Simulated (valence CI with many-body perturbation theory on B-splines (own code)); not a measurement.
## E1 line list for Sn36+

Level of theory: configuration interaction combined with many-body perturbation theory (CI+MBPT): four valence electrons over a frozen Dirac-Fock core [Ne], radial functions for each j: 11 s, 11 p, 10 d, 8 f, 5 g, 2 h, with the one-electron correlation potential Σ1 (screened to all orders), the two-electron term Σ2, the three-electron term Σ3, Breit, model QED; selected single and double excitations, second order for the rest, scaled by the run's own slope (own B-spline code, finite nucleus).

The last digits are not significant, and no measured levels were compared; by estimate large intervals hold to a few tenths of a per cent, small ones and those within an open d or f shell to about a per cent. Among the levels kept, up to 690 cm⁻¹ of a level comes from second order outside the variational space, and about a tenth of that is noise between levels of different J, which matters for small intervals.

Lines 151 to 200 of 552 in falling wavelength, among levels below 4414.1 × 10³ cm⁻¹, chosen from the strongest by gf and those to the six lowest levels. Wavelengths and rates use the calculated energies. Electric multipoles are in the length gauge with retardation, E1 and E2 with the static RPA response of the core. Weak lines are less certain than strong ones. Lines between different terms over intervals too small for the method are left out, as are lines whose strength nearly cancels. Where a level lies close to another of its J and parity, the split of strength between their lines is uncertain. The highest levels of a list are the least certain.

Levels are named by their leading jj configuration (3d3/2^4 stands for four electrons in 3d with j = 3/2), which in mixed levels can hold well under half, so a name can repeat and another be missing. Letters in brackets count levels of one name in rising energy.

| λ vac (Å) | Upper | Lower | A (s⁻¹) | S (a.u.) |
| --- | --- | --- | --- | --- |
| 79.72 | (3s 3p1/2 3d5/2^2) J=2 [b] | (3s 3p1/2 3p3/2 3d3/2) J=1 [c] | 3.03e+10 | 3.79e-02 |
| 79.72 | (3s 3p3/2^2 3d3/2) J=2 [c] | (3s^2 3p3/2 3d5/2) J=1 | 4.52e+10 | 5.65e-02 |
| 79.71 | (3p1/2 3p3/2^2 3d3/2) J=2 [a] | (3s 3p1/2 3p3/2 3d5/2) J=2 [b] | 2.29e+10 | 2.86e-02 |
| 79.65 | (3s 3p1/2 3p3/2 3d3/2) J=2 [a] | (3s 3p1/2^2 3p3/2) J=1 | 3.78e+10 | 4.72e-02 |
| 79.65 | (3s 3p1/2 3p3/2 3d5/2) J=2 [b] | (3s 3p1/2 3p3/2^2) J=2 [a] | 3.34e+10 | 4.17e-02 |
| 79.62 | (3p1/2 3p3/2^2 3d3/2) J=4 | (3s 3p1/2 3p3/2 3d3/2) J=3 [b] | 1.44e+11 | 3.23e-01 |
| 79.61 | (3p1/2 3p3/2^2 3d3/2) J=1 [b] | (3s 3p1/2 3p3/2 3d3/2) J=1 [c] | 6.56e+10 | 4.90e-02 |
| 79.57 | (3p1/2 3p3/2^2 3d5/2) J=2 [c] | (3s 3p1/2 3p3/2 3d5/2) J=2 [f] | 1.74e+11 | 2.16e-01 |
| 79.49 | (3s 3p3/2 3d3/2 3d5/2) J=2 | (3s 3p3/2^2 3d3/2) J=2 [a] | 8.58e+10 | 1.06e-01 |
| 79.48 | (3s 3p3/2 3d5/2^2) J=4 | (3s 3p3/2^2 3d3/2) J=3 | 9.57e+09 | 2.13e-02 |
| 79.37 | (3p1/2 3p3/2^2 3d5/2) J=3 [a] | (3s 3p1/2 3p3/2 3d5/2) J=2 [a] | 1.86e+10 | 3.21e-02 |
| 79.35 | (3p1/2 3p3/2^2 3d5/2) J=3 [a] | (3s 3p1/2 3p3/2 3d5/2) J=3 [a] | 1.71e+10 | 2.95e-02 |
| 79.33 | (3s 3p1/2^2 3d5/2) J=2 | (3s 3p1/2^2 3p3/2) J=2 | 2.13e+10 | 2.63e-02 |
| 79.26 | (3p1/2 3p3/2^2 3d3/2) J=1 [a] | (3s 3p1/2 3p3/2 3d3/2) J=1 [b] | 2.68e+10 | 1.98e-02 |
| 79.25 | (3s 3p1/2 3p3/2 3d5/2) J=1 [a] | (3s 3p1/2 3p3/2^2) J=2 [a] | 3.02e+10 | 2.22e-02 |
| 79.24 | (3s 3p1/2 3p3/2 3d5/2) J=2 [f] | (3s 3p1/2 3p3/2^2) J=1 [b] | 3.56e+10 | 4.37e-02 |
| 79.01 | (3s 3p3/2^2 3d5/2) J=1 [a] | (3s^2 3p3/2 3d3/2) J=2 | 6.07e+10 | 4.44e-02 |
| 78.89 | (3s 3p3/2 3d3/2 3d5/2) J=3 [d] | (3s 3p3/2^2 3d3/2) J=3 | 2.51e+10 | 4.26e-02 |
| 78.83 | (3p1/2^2 3p3/2 3d5/2) J=1 | (3s 3p1/2 3p3/2 3d3/2) J=0 [a] | 3.96e+10 | 2.87e-02 |
| 78.78 | (3s 3p1/2 3p3/2 3d5/2) J=2 [b] | (3s^2 3p1/2 3d3/2) J=2 | 2.70e+10 | 3.26e-02 |
| 78.74 | (3s 3p1/2 3d3/2 3d5/2) J=2 [a] | (3s 3p1/2 3p3/2 3d3/2) J=1 [a] | 6.00e+10 | 7.23e-02 |
| 78.71 | (3s 3p3/2 3d3/2 3d5/2) J=3 [b] | (3s 3p1/2 3p3/2 3d5/2) J=3 [e] | 8.11e+10 | 1.37e-01 |
| 78.70 | (3s 3p1/2 3p3/2 3d5/2) J=1 [c] | (3s 3p1/2 3p3/2^2) J=1 [a] | 8.20e+10 | 5.92e-02 |
| 78.70 | (3s 3p1/2 3p3/2 3d5/2) J=1 [b] | (3s 3p1/2 3p3/2^2) J=0 | 5.83e+10 | 4.21e-02 |
| 78.66 | (3s 3p3/2^2 3d5/2) J=4 [c] | (3s^2 3p3/2 3d5/2) J=3 | 2.31e+11 | 4.98e-01 |
| 78.52 | (3s 3p1/2 3d3/2 3d5/2) J=4 [c] | (3s 3p1/2 3p3/2 3d5/2) J=3 [a] | 5.45e+10 | 1.17e-01 |
| 78.50 | (3s 3p1/2 3d3/2 3d5/2) J=4 [d] | (3s 3p1/2 3p3/2 3d5/2) J=3 [c] | 5.87e+10 | 1.26e-01 |
| 78.49 | (3s 3p1/2 3p3/2^2) J=0 | (3s^2 3p1/2 3p3/2) J=1 | 5.21e+10 | 1.24e-02 |
| 78.41 | (3s 3p1/2^2 3p3/2) J=1 | (3s^2 3p1/2^2) J=0 | 5.09e+10 | 3.63e-02 |
| 78.39 | (3s 3p1/2 3p3/2 3d3/2) J=0 [b] | (3s^2 3p1/2 3d3/2) J=1 | 8.14e+10 | 1.94e-02 |
| 78.36 | (3s 3p3/2^2 3d5/2) J=2 [b] | (3s^2 3p3/2 3d5/2) J=1 | 5.87e+10 | 6.97e-02 |
| 78.36 | (3s 3p1/2 3d3/2 3d5/2) J=2 [c] | (3s 3p1/2 3p3/2 3d5/2) J=2 [b] | 2.68e+10 | 3.18e-02 |
| 78.31 | (3s 3p1/2 3p3/2 3d5/2) J=2 [d] | (3s 3p1/2 3p3/2^2) J=1 [a] | 6.88e+10 | 8.15e-02 |
| 78.31 | (3s 3p1/2 3d3/2 3d5/2) J=5 | (3s 3p1/2 3p3/2 3d5/2) J=4 [a] | 4.24e+10 | 1.11e-01 |
| 78.27 | (3s 3p1/2 3d3/2 3d5/2) J=3 [b] | (3s 3p1/2 3p3/2 3d5/2) J=4 [a] | 2.71e+10 | 4.48e-02 |
| 78.24 | (3p1/2 3p3/2^2 3d5/2) J=2 [a] | (3s 3p1/2 3p3/2 3d3/2) J=1 [d] | 8.01e+10 | 9.47e-02 |
| 78.19 | (3p1/2 3p3/2^2 3d5/2) J=2 [c] | (3s 3p1/2 3p3/2 3d5/2) J=2 [e] | 1.76e+10 | 2.08e-02 |
| 78.19 | (3s 3p1/2 3d5/2^2) J=2 [b] | (3s 3p1/2 3p3/2 3d3/2) J=3 [b] | 3.10e+10 | 3.65e-02 |
| 78.15 | (3s 3p3/2^2 3d5/2) J=3 [a] | (3s^2 3p3/2 3d3/2) J=2 | 3.20e+10 | 5.28e-02 |
| 78.11 | (3s 3p1/2 3d5/2^2) J=5 | (3s 3p1/2 3p3/2 3d5/2) J=5 | 3.17e+10 | 8.20e-02 |
| 78.09 | (3p1/2 3p3/2^2 3d3/2) J=2 [a] | (3s 3p1/2 3p3/2 3d5/2) J=2 [a] | 4.99e+10 | 5.86e-02 |
| 78.04 | (3p1/2 3p3/2^2 3d5/2) J=5 | (3s 3p1/2 3p3/2 3d5/2) J=4 [c] | 1.93e+10 | 4.97e-02 |
| 77.95 | (3p1/2 3p3/2^2 3d5/2) J=2 [b] | (3s 3p1/2 3p3/2 3d5/2) J=3 [d] | 4.95e+10 | 5.78e-02 |
| 77.92 | (3s 3p1/2 3p3/2 3d5/2) J=2 [c] | (3s 3p1/2 3p3/2^2) J=3 | 8.44e+10 | 9.85e-02 |
| 77.87 | (3s 3p1/2 3p3/2 3d5/2) J=0 | (3s 3p1/2 3p3/2^2) J=1 [a] | 9.62e+10 | 2.24e-02 |
| 77.69 | (3s 3p3/2 3d3/2 3d5/2) J=3 [a] | (3s 3p1/2 3p3/2 3d3/2) J=2 [d] | 1.74e+10 | 2.82e-02 |
| 77.56 | (3s 3p1/2 3p3/2^2) J=1 [a] | (3s^2 3p1/2 3p3/2) J=2 | 1.25e+10 | 8.61e-03 |
| 77.49 | (3s 3p1/2 3d5/2^2) J=2 [b] | (3s 3p1/2 3p3/2 3d5/2) J=3 [b] | 2.72e+10 | 3.13e-02 |
| 77.48 | (3p1/2 3p3/2^2 3d5/2) J=2 [d] | (3s 3p1/2 3p3/2 3d5/2) J=2 [e] | 6.82e+10 | 7.82e-02 |
| 77.46 | (3p1/2 3p3/2^2 3d3/2) J=3 [a] | (3s 3p1/2 3p3/2 3d5/2) J=2 [b] | 6.69e+10 | 1.07e-01 |
